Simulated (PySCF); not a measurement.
Ti(Me)2(H)2 (C2H8Ti), SMILES [TiH2]([CH3])[CH3], multiplicity 1.

Geometry: B3LYP-D3(BJ)/def2-SVP. The spin state was assumed, not searched. The structure was generated by enumeration; whether it is a known compound was not checked.

The numbers are results of B3LYP-D3(BJ)/def2-SVP (PySCF), not measurements.

Frequencies are harmonic and unscaled.

Computed normal modes with their intensities:
```json
[
 {"mode": "1", "ν (cm⁻¹)": "75", "IR (km/mol)": "0.0", "Raman (Å⁴/amu)": "0.0", "depolarisation": "–", "moving atoms (share of kinetic energy)": "H 99 %"},
 {"mode": "2", "ν (cm⁻¹)": "83", "IR (km/mol)": "0.3", "Raman (Å⁴/amu)": "0.2", "depolarisation": "0.75", "moving atoms (share of kinetic energy)": "H 92 %"},
 {"mode": "3", "ν (cm⁻¹)": "163", "IR (km/mol)": "0.3", "Raman (Å⁴/amu)": "4.8", "depolarisation": "0.74", "moving atoms (share of kinetic energy)": "C 46 %, H 35 %, Ti 19 %"},
 {"mode": "4", "ν (cm⁻¹)": "274", "IR (km/mol)": "4.7", "Raman (Å⁴/amu)": "1.7", "depolarisation": "0.75", "moving atoms (share of kinetic energy)": "H 96 %"},
 {"mode": "5", "ν (cm⁻¹)": "344", "IR (km/mol)": "0.0", "Raman (Å⁴/amu)": "0.7", "depolarisation": "0.75", "moving atoms (share of kinetic energy)": "H 94 %"},
 {"mode": "6", "ν (cm⁻¹)": "357", "IR (km/mol)": "0.0", "Raman (Å⁴/amu)": "0.1", "depolarisation": "0.75", "moving atoms (share of kinetic energy)": "H 91 %, C 9 %"},
 {"mode": "7", "ν (cm⁻¹)": "447", "IR (km/mol)": "0.1", "Raman (Å⁴/amu)": "8.4", "depolarisation": "0.27", "moving atoms (share of kinetic energy)": "H 62 %, C 38 %"},
 {"mode": "8", "ν (cm⁻¹)": "473", "IR (km/mol)": "33.8", "Raman (Å⁴/amu)": "5.0", "depolarisation": "0.75", "moving atoms (share of kinetic energy)": "H 73 %, C 18 %, Ti 8 %"},
 {"mode": "9", "ν (cm⁻¹)": "493", "IR (km/mol)": "0.5", "Raman (Å⁴/amu)": "12.3", "depolarisation": "0.75", "moving atoms (share of kinetic energy)": "H 58 %, C 35 %"},
 {"mode": "10", "ν (cm⁻¹)": "559", "IR (km/mol)": "0.0", "Raman (Å⁴/amu)": "38.5", "depolarisation": "0.75", "moving atoms (share of kinetic energy)": "H 90 %, C 10 %"},
 {"mode": "11", "ν (cm⁻¹)": "569", "IR (km/mol)": "1.1", "Raman (Å⁴/amu)": "31.5", "depolarisation": "0.36", "moving atoms (share of kinetic energy)": "H 56 %, C 35 %, Ti 10 %"},
 {"mode": "12", "ν (cm⁻¹)": "621", "IR (km/mol)": "245.2", "Raman (Å⁴/amu)": "2.1", "depolarisation": "0.75", "moving atoms (share of kinetic energy)": "H 56 %, Ti 25 %, C 18 %"},
 {"mode": "13", "ν (cm⁻¹)": "623", "IR (km/mol)": "144.4", "Raman (Å⁴/amu)": "37.6", "depolarisation": "0.54", "moving atoms (share of kinetic energy)": "H 80 %, C 11 %, Ti 9 %"},
 {"mode": "14", "ν (cm⁻¹)": "1113", "IR (km/mol)": "9.5", "Raman (Å⁴/amu)": "11.8", "depolarisation": "0.75", "moving atoms (share of kinetic energy)": "H 73 %, C 26 %"},
 {"mode": "15", "ν (cm⁻¹)": "1120", "IR (km/mol)": "0.3", "Raman (Å⁴/amu)": "19.2", "depolarisation": "0.13", "moving atoms (share of kinetic energy)": "H 76 %, C 24 %"},
 {"mode": "16", "ν (cm⁻¹)": "1378", "IR (km/mol)": "2.0", "Raman (Å⁴/amu)": "13.9", "depolarisation": "0.75", "moving atoms (share of kinetic energy)": "H 94 %"},
 {"mode": "17", "ν (cm⁻¹)": "1380", "IR (km/mol)": "0.0", "Raman (Å⁴/amu)": "6.4", "depolarisation": "0.75", "moving atoms (share of kinetic energy)": "H 94 %"},
 {"mode": "18", "ν (cm⁻¹)": "1382", "IR (km/mol)": "20.2", "Raman (Å⁴/amu)": "23.2", "depolarisation": "0.75", "moving atoms (share of kinetic energy)": "H 94 %"},
 {"mode": "19", "ν (cm⁻¹)": "1383", "IR (km/mol)": "14.1", "Raman (Å⁴/amu)": "17.2", "depolarisation": "0.74", "moving atoms (share of kinetic energy)": "H 94 %"},
 {"mode": "20", "ν (cm⁻¹)": "1670", "IR (km/mol)": "376.7", "Raman (Å⁴/amu)": "100.5", "depolarisation": "0.75", "moving atoms (share of kinetic energy)": "H 97 %"},
 {"mode": "21", "ν (cm⁻¹)": "1703", "IR (km/mol)": "256.1", "Raman (Å⁴/amu)": "222.8", "depolarisation": "0.06", "moving atoms (share of kinetic energy)": "H 99 %"},
 {"mode": "22", "ν (cm⁻¹)": "2985", "IR (km/mol)": "1.2", "Raman (Å⁴/amu)": "0.9", "depolarisation": "0.75", "moving atoms (share of kinetic energy)": "H 98 %"},
 {"mode": "23", "ν (cm⁻¹)": "2986", "IR (km/mol)": "0.9", "Raman (Å⁴/amu)": "282.4", "depolarisation": "0.01", "moving atoms (share of kinetic energy)": "H 98 %"},
 {"mode": "24", "ν (cm⁻¹)": "3085", "IR (km/mol)": "0.0", "Raman (Å⁴/amu)": "156.4", "depolarisation": "0.75", "moving atoms (share of kinetic energy)": "H 91 %, C 9 %"},
 {"mode": "25", "ν (cm⁻¹)": "3085", "IR (km/mol)": "2.5", "Raman (Å⁴/amu)": "2.4", "depolarisation": "0.75", "moving atoms (share of kinetic energy)": "H 91 %, C 9 %"},
 {"mode": "26", "ν (cm⁻¹)": "3118", "IR (km/mol)": "0.4", "Raman (Å⁴/amu)": "4.9", "depolarisation": "0.75", "moving atoms (share of kinetic energy)": "H 91 %, C 9 %"},
 {"mode": "27", "ν (cm⁻¹)": "3123", "IR (km/mol)": "2.4", "Raman (Å⁴/amu)": "137.0", "depolarisation": "0.70", "moving atoms (share of kinetic energy)": "H 91 %, C 9 %"}
]
```
